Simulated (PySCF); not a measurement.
SMILES C[Si](C)(O)[SiH2][SiH2]N (C₂H₁₃NOSi₃), GFN2-xTB optimised geometry.

```
20

Si     0.80     0.75    -1.94
C      0.22    -0.16    -3.51
C      2.71     0.71    -1.97
O      0.27     2.30    -1.97
Si    -0.22     0.01     0.00
Si    -2.54     0.01     0.00
N     -3.32    -0.74     1.36
H      0.66     0.25    -4.42
H     -0.86    -0.08    -3.62
H      0.47    -1.21    -3.48
H      3.09    -0.30    -1.87
H      3.13     1.29    -1.15
H      3.12     1.11    -2.89
H      0.52     2.91    -2.67
H      0.30     0.76     1.17
H      0.28    -1.35     0.30
H     -3.10    -0.75    -1.13
H     -3.13     1.35     0.00
H     -3.21    -1.74     1.47
H     -3.22    -0.30     2.26
```

Density from CAM-B3LYP/def2-SVP in PySCF at that geometry.

Minimum of the electron density along straight lines between bonded atoms, close to the bond critical point (lines longer than 1.1 times the sum of covalent radii, or with two minima, are not listed):

| bond | length / Å | ρ at the minimum / e bohr⁻³ | ∇²ρ there / e bohr⁻⁵ | position (fraction from the first atom) |
|---|---|---|---|---|
| Si1–C2 | 1.911 | 0.110 | 0.32 | 0.38 |
| Si1–C3 | 1.912 | 0.110 | 0.31 | 0.38 |
| Si1–O4 | 1.643 | 0.124 | 1.02 | 0.41 |
| Si6–N7 | 1.733 | 0.121 | 0.71 | 0.40 |
| C2–H9 | 1.087 | 0.272 | -0.98 | 0.63 |
| C2–H10 | 1.085 | 0.272 | -0.98 | 0.63 |
| C3–H11 | 1.085 | 0.272 | -0.98 | 0.63 |
| C3–H12 | 1.087 | 0.272 | -0.98 | 0.63 |
| C3–H13 | 1.088 | 0.270 | -0.96 | 0.62 |
| O4–H14 | 0.954 | 0.353 | -2.40 | 0.82 |
| Si5–H15 | 1.478 | 0.112 | 0.32 | 0.49 |
| Si5–H16 | 1.482 | 0.111 | 0.32 | 0.49 |
| Si6–H17 | 1.470 | 0.116 | 0.32 | 0.49 |
| Si6–H18 | 1.467 | 0.117 | 0.33 | 0.49 |
| N7–H19 | 1.008 | 0.331 | -1.52 | 0.77 |
| N7–H20 | 1.008 | 0.331 | -1.52 | 0.77 |
